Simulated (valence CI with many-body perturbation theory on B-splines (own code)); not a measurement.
# Ne5+: key properties

Calculated by configuration interaction combined with many-body perturbation theory (CI+MBPT): three valence electrons over a frozen Dirac-Fock core [He], radial functions for each j: 9 s, 9 p, 8 d, 6 f, 3 g, 1 h, with the one-electron correlation potential Σ1, the two-electron term Σ2, the three-electron term Σ3, Breit, model QED; selected CI, second order for the rest, scaled by the run's own slope (own B-spline code, finite nucleus).

Set against measurement, 17 paired levels are off by 196 cm⁻¹ on average, the worst by 396. These come from a selection out of NIST levels in Podobedova, Fuhr, Reader and Wiese, J. Phys. Chem. Ref. Data 33, 525 (2004). Levels without a partner in it may be off by more.

Rates and lifetimes use the calculated energies. Strong lines usually hold to 10 to 20 %, long lifetimes can be off by a factor of two.

Q: What is the ground level?

A: 2s2.2p 2P°_1/2, composition 96 % 2s2.2p 2P° + 3 % 2p3 2P°, g = 0.665.

Q: What are the static dipole polarisabilities of the lowest levels?

A: 2s2.2p 2P°_1/2 0.474; 2s2.2p 2P°_3/2 0.474 (tensor 0.031) bohr³, of which the core gives 0.00104.

Q: Where does the other parity begin?

A: At 2s.2p2 4P_1/2, 100140 cm⁻¹.

Q: How well does LS coupling describe the low levels?

A: Among the lowest 20 levels the leading LS term, summed over configurations, holds 100 % on average. For single configurations the figures are 97 % in LS and 76 % in jj coupling. Terms hardly mix: every one of these levels is at least 95 % one term.

Q: Among levels below 914330 cm⁻¹, which E1 lines absorb most strongly from the ground level?

A: to 2s2.3d 2D_3/2 at 12.25 nm, f = 0.569; to 2s.2p.3p 2D_3/2 at 11.11 nm, f = 0.165; to 2s.2p2 2P_1/2 at 40.08 nm, f = 0.161.
